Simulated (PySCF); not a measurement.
SMILES C#CC=C=C(C#C)OC, C$_{8}$H$_{6}$O

Cartesian coordinates in Å; atom numbers follow the order of the lines, from 1:
```xyz
15

C     3.3536    1.7576    1.0039
C     2.6168    1.0294    0.3723
C     1.7787    0.1677   -0.3955
C     0.4953   -0.0222   -0.1623
C    -0.7851   -0.2339    0.1045
C    -1.1801   -1.2945    0.9799
C    -1.4974   -2.1979    1.7227
O    -1.8153    0.4847   -0.3979
C    -1.4613    1.5552   -1.2358
H     3.9982    2.4035    1.5710
H     2.2600   -0.3590   -1.2341
H    -1.7824   -2.9970    2.3819
H    -2.3959    2.0467   -1.5326
H    -0.8125    2.2771   -0.7096
H    -0.9286    1.2006   -2.1356
```

Level of theory: PySCF, quadratic response CAM-B3LYP/aug-cc-pVDZ first hyperpolarisability, Taylor convention, gas phase. Geometry: PBE0-D3(BJ)/def2-SVP.

Question: Give the tensor of the second harmonic β(−2ω;ω,ω) at 1064 nm in the axes of these coordinates.

Answer: In au, Taylor convention; rows are the first index (the induced dipole):
```tsv
	xx	yy	zz	xy	xz	yz
x	-46.1	+5.5	-23.6	+107.5	-52.3	-13.6
y	+91.1	+1.2	+5.7	+2.9	-11.2	-8.9
z	-39.9	-9.9	-2.7	-9.8	-25.2	+5.5
```
Norm of βᵢ = ⅓ Σⱼ (βᵢⱼⱼ + βⱼᵢⱼ + βⱼⱼᵢ): 141.2 au, hyper-Rayleigh value 74.5 au.
